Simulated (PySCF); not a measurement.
Molecule: SMILES C1=C(NO)C=CC=C1, C6H7NO.

Numbering as in the mapped SMILES `[OH:1][NH:2][c:3]1[cH:4][cH:5][cH:6][cH:7][cH:8]1`; H(Xn) means a hydrogen on atom n.

Geometry PBE0-D3(BJ)/def2-SVP throughout; GIAO in PySCF 2.14, gas phase, one conformer, non-relativistic; equivalent atoms averaged; basis pcSseg-1.

(1) How do the shifts δ (against H2O, NH3, TMS at the same level) depend on the functional? (a selection of nuclei; ppm; last column core-seconds on 1 thread of an x86-64 server CPU, shared host; the GGAs took longer than the global hybrids here, which isn't the general rule, and the cause wasn't traced)

(2) Which nucleus among those listed moves most, in ppm?

Answers

(1) 
```
functional                    kind     O1     N2  C5/C7     C6  C4/C8  H(C5)/H(C7)  H(C6)  H(N2)  H(O1)  core-s
        HF            Hartree–Fock   73.8  137.3  139.4  125.6  117.0         7.55   7.00   5.52   3.82     7.6
       LDA                     LDA  115.4  183.3  136.8  127.3  116.3         7.26   6.86   6.07   3.56      17
     B97-D                     GGA  110.6  169.7  127.6  118.4  108.6         7.06   6.66   5.95   3.40      25
      PBE0           global hybrid  101.2  162.7  134.6  124.6  114.8         7.33   6.91   5.79   3.46      17
  mPW1PW91           global hybrid  101.2  162.5  134.7  124.7  114.9         7.31   6.90   5.79   3.47      17
     B97-2           global hybrid  100.8  160.5  131.5  121.8  112.2         7.25   6.84   5.80   3.44      16
 BHandHLYP           global hybrid   94.2  157.7  137.9  126.9  117.4         7.34   6.90   5.68   3.64      14
 CAM-B3LYP  range-separated hybrid  101.7  165.3  138.8  128.1  118.1         7.32   6.88   5.77   3.58      20
   wB97X-D  range-separated hybrid   96.2  157.7  136.3  125.8  115.9         7.37   6.94   5.79   3.52      22
   LC-wPBE  range-separated hybrid   91.2  152.2  141.2  129.8  120.1         7.53   7.07   5.75   3.54      26
```

(2) N2 (nitrogen bonded to O or N): from 137.3 ppm with HF to 183.3 ppm with LDA. The smallest spread is 0.42 ppm, at H(C6). Proton shifts span only some 12 ppm, so a few tenths of a ppm matter as much there as several ppm in carbon.
